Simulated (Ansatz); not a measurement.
Cost and result for the atomization energy of `C[Se][Sn]([Cl])([Cl])[Se]C` (13 atoms, 12 bonds).

```tsv
atom	x (Å)	y (Å)	z (Å)
C1	-1.4334	1.6055	-1.2422
Se2	-0.3801	0.1651	-2.0567
Sn3	1.4541	0.2542	-0.3606
Cl4	2.5161	2.3201	-0.3693
Cl5	3.0001	-1.3580	-0.9980
Se6	0.6697	-0.1141	1.9843
C7	-0.1154	-1.8758	1.6262
H8	-1.6390	1.3833	-0.1968
H9	-2.3676	1.6370	-1.8005
H10	-0.9115	2.5542	-1.3423
H11	0.6677	-2.5968	1.4034
H12	-0.6289	-2.1596	2.5434
H13	-0.8318	-1.8151	0.8092
```

Charge 0, multiplicity 1. Correlated methods include outer-core shells of Se, Sn, which these sets cover unevenly. Scalar relativity is left out up to krypton. Sn: def2 effective core potential. The structure was optimised at the PBE0-D4/def2-TZVP level. It is one conformer, not always the lowest. Program: Ansatz. All runs use 4 threads of an AMD EPYC 7R13 on a shared host and a share of an NVIDIA H100 80 GB. Times are those of one run each, without the atoms' runs, and a repeat can differ threefold. Electronic energies, without spin–orbit coupling; frozen cores. CCSD(T)/CBS adds CCSD(T) − MP2 in def2-TZVPP to the MP2 limit, and its time is that of the two runs behind it. T1 = 0.011. With those shells the extrapolation isn't a true limit. HSE06 is the plane-wave form, built on full-range PBE exchange.

CCSD(T)/CBS is a level of theory with its own doubt, some kJ/mol a heavy atom from the limit and from the frozen cores, so smaller differences don't rank the functionals.

| level | functions | wall time |
| --- | --- | --- |
| r2SCAN-D4/def2-TZVPP (with forces) | 376 | 4.7 s |
| revPBE-D4/def2-TZVPP | 376 | 7.5 s |
| BLYP-D4/def2-TZVPP | 376 | 8 s |
| BHLYP-D4/def2-TZVPP | 376 | 8 s |
| PBE-D4/def2-TZVPP (with forces) | 376 | 8.5 s |
| B2PLYP/def2-TZVPP | 376 | 8.5 s |
| HSE06-D4/def2-TZVPP | 376 | 9.5 s |
| MP2/def2-QZVPP | 694 | 9.5 s |
| CAM-B3LYP-D4/def2-TZVPP | 376 | 11 s |
| CCSD(T)/def2-SVP | 184 | 11 s |
| ωB97M-V/def2-TZVPP (with forces) | 376 | 16 s |
| CCSD(T)/def2-TZVPP | 376 | 41 s |
| CCSD(T)/CBS(def2) | – | 50 s |

(1) What atomization energy does each give, and how far from CCSD(T)/CBS? (An estimate is asked.)

## Answers

(1) Computed: 
```csv
level,atomization (kJ/mol),difference from CCSD(T)/CBS,per bond
r2SCAN-D4/def2-TZVPP (with forces),4289.8,-11.6,-1.0
revPBE-D4/def2-TZVPP,4239.2,-62.2,-5.2
BLYP-D4/def2-TZVPP,4226.7,-74.7,-6.2
BHLYP-D4/def2-TZVPP,4135.4,-166.0,-13.8
PBE-D4/def2-TZVPP (with forces),4351.8,50.4,4.2
B2PLYP/def2-TZVPP,4178.7,-122.7,-10.2
HSE06-D4/def2-TZVPP,4286.4,-15.0,-1.2
MP2/def2-QZVPP,4310.7,9.3,0.8
CAM-B3LYP-D4/def2-TZVPP,4229.3,-72.1,-6.0
CCSD(T)/def2-SVP,3958.9,-342.5,-28.5
ωB97M-V/def2-TZVPP (with forces),4251.4,-50.0,-4.2
CCSD(T)/def2-TZVPP,4150.0,-151.4,-12.6
CCSD(T)/CBS(def2),4301.4,0.0,0.0
```

From BLYP to BHLYP (50 % exact exchange), in def2-TZVPP and without D4, the atomization energy moves by −64.2 kJ/mol: exact exchange takes away binding that semilocal exchange gives to molecules. The D4 term adds +83.1 kJ/mol with B3LYP and +45.1 kJ/mol with PBE0; it sums over pairs of atoms, weighted by their polarisabilities, and B3LYP, whose exchange is more repulsive, gets the larger term. In def2-TZVPP, CCSD(T) changes the Hartree–Fock value by +1110.5 kJ/mol (the triples alone add +85.5 kJ/mol) and MP2 by +1182.5 kJ/mol; breaking electron pairs costs correlation energy, which Hartree–Fock lacks.

B3LYP here is the variant with VWN-RPA as its local correlation; programs differ in this.

Spin–orbit coupling would lower the free Sn atoms strongly, and the atomization energy with them, by more than many differences here. For some Ge, Se and Sn compounds the MP2-based and the directly extrapolated limit differ by 10 to 25 kJ/mol.
